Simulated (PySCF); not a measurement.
Basis-set dependence of population analyses: `C[O][Al]([F])[O]C`

Compound: C2H6AlFO2.
SMILES with atom numbers: `[CH3:1][O:2][Al:3]([F:4])[O:5][CH3:6]` (hydrogens: H7, H8, H9 on C1; H10, H11, H12 on C6)

PBE0 throughout (PySCF), one geometry, spherical d and f functions. Geometry: PBE0-D3(BJ)/def2-SVP, one conformer, isolated molecule. Atoms taken as equivalent share a column and are averaged.

Mulliken charges (e):

```
        basis  functions   C1/C6   O2/O5     Al3      F4  H7 (×6)
       STO-3G         40  -0.128  -0.420  +0.982  -0.284   +0.066
        6-31G         70  -0.175  -0.841  +1.563  -0.530   +0.167
     pcSseg-0         70  -0.260  -0.920  +1.645  -0.544   +0.210
       6-31G*        100  -0.244  -0.601  +1.162  -0.471   +0.166
      cc-pVDZ        118  +0.101  -0.513  +0.974  -0.392   +0.040
     def2-SVP        118  +0.145  -0.563  +1.046  -0.413   +0.034
  aug-cc-pVDZ        196  +0.851  -0.867  +1.937  -0.667   -0.206
6-311+G(2d,p)        206  -0.225  -0.648  +1.403  -0.512   +0.142
    def2-TZVP        228  -0.207  -0.326  +0.708  -0.355   +0.119
      cc-pVTZ        268  -0.103  -0.291  +0.629  -0.332   +0.082
     IGLO-III        279  -0.252  -0.513  +1.424  -0.601   +0.118
     pcSseg-2        307  +0.180  -0.655  +1.307  -0.510   +0.026
```

IAO charges (e):

```
        basis  functions   C1/C6   O2/O5     Al3      F4  H7 (×6)
       STO-3G         40  -0.251  -0.554  +1.384  -0.462   +0.114
        6-31G         70  -0.214  -0.636  +1.394  -0.544   +0.142
     pcSseg-0         70  -0.197  -0.631  +1.393  -0.535   +0.133
       6-31G*        100  -0.176  -0.661  +1.456  -0.559   +0.129
      cc-pVDZ        118  -0.174  -0.657  +1.442  -0.559   +0.130
     def2-SVP        118  -0.166  -0.654  +1.447  -0.557   +0.125
  aug-cc-pVDZ        196  -0.184  -0.671  +1.477  -0.573   +0.134
6-311+G(2d,p)        206  -0.187  -0.678  +1.494  -0.576   +0.135
    def2-TZVP        228  -0.183  -0.680  +1.503  -0.577   +0.133
      cc-pVTZ        268  -0.185  -0.676  +1.493  -0.575   +0.134
     IGLO-III        279  -0.186  -0.681  +1.503  -0.578   +0.135
     pcSseg-2        307  -0.184  -0.681  +1.505  -0.578   +0.134
```

Hirshfeld charges (e):

| basis | functions | C1/C6 | O2/O5 | Al3 | F4 | H7 (×6) |
| --- | --- | --- | --- | --- | --- | --- |
| STO-3G | 40 | +0.035 | -0.304 | +0.738 | -0.228 | +0.004 |
| 6-31G | 70 | -0.012 | -0.329 | +0.749 | -0.314 | +0.041 |
| pcSseg-0 | 70 | -0.021 | -0.322 | +0.785 | -0.322 | +0.037 |
| 6-31G* | 100 | -0.014 | -0.306 | +0.705 | -0.296 | +0.039 |
| cc-pVDZ | 118 | -0.032 | -0.287 | +0.696 | -0.289 | +0.039 |
| def2-SVP | 118 | -0.032 | -0.294 | +0.718 | -0.297 | +0.039 |
| aug-cc-pVDZ | 196 | -0.042 | -0.311 | +0.762 | -0.308 | +0.042 |
| 6-311+G(2d,p) | 206 | -0.036 | -0.310 | +0.755 | -0.308 | +0.041 |
| def2-TZVP | 228 | -0.039 | -0.302 | +0.737 | -0.298 | +0.040 |
| cc-pVTZ | 268 | -0.041 | -0.298 | +0.730 | -0.295 | +0.040 |
| IGLO-III | 279 | -0.043 | -0.302 | +0.741 | -0.297 | +0.041 |
| pcSseg-2 | 307 | -0.045 | -0.307 | +0.756 | -0.304 | +0.042 |

Some averages cover members that differ in this geometry, most widely: O2/O5, Mulliken in aug-cc-pVDZ -0.915 to -0.819; O2/O5, Mulliken in 6-311+G(2d,p) -0.671 to -0.624; C1/C6, Mulliken in aug-cc-pVDZ +0.828 to +0.873; H7 (×6), Mulliken in aug-cc-pVDZ -0.229 to -0.191 e.

Q: Which scheme is steadiest as the basis changes?

A: Largest range over the bases for any column: Hirshfeld 0.09 e, IAO 0.13 e, Mulliken 1.31 e. Hirshfeld charges move least and Mulliken charges most, counted in e. Without the minimal STO-3G basis the ranges are Hirshfeld 0.09, IAO 0.11, Mulliken 1.31 e.

Q: How much do the charges still move between the two largest bases, IGLO-III and pcSseg-2?

A: At most, over all atoms: Mulliken 0.438 e, IAO 0.002 e, Hirshfeld 0.015 e.

Q: What do the same runs give for the total energy, the frontier levels and the dipole moment?

A: 
| basis | energy (Eh) | HOMO (eV) | LUMO (eV) | μ (D) |
| --- | --- | --- | --- | --- |
| STO-3G | -564.8043 | -3.32 | 5.45 | 0.63 |
| 6-31G | -572.0858 | -7.90 | -0.58 | 2.47 |
| pcSseg-0 | -571.2075 | -7.74 | -0.25 | 2.44 |
| 6-31G* | -572.1974 | -7.91 | -0.32 | 1.93 |
| cc-pVDZ | -572.2256 | -8.03 | -0.43 | 2.04 |
| def2-SVP | -571.8996 | -7.99 | -0.34 | 1.99 |
| aug-cc-pVDZ | -572.2638 | -8.17 | -0.91 | 1.94 |
| 6-311+G(2d,p) | -572.3465 | -8.21 | -0.88 | 2.03 |
| def2-TZVP | -572.3848 | -8.17 | -0.58 | 1.92 |
| cc-pVTZ | -572.3661 | -8.14 | -0.54 | 1.90 |
| IGLO-III | -572.3913 | -8.18 | -0.63 | 1.93 |
| pcSseg-2 | -572.3910 | -8.20 | -0.61 | 2.00 |

The dipole is fixed by the density alone, so its range of 1.84 D shows that the density itself changes with the basis, not only its division among atoms.
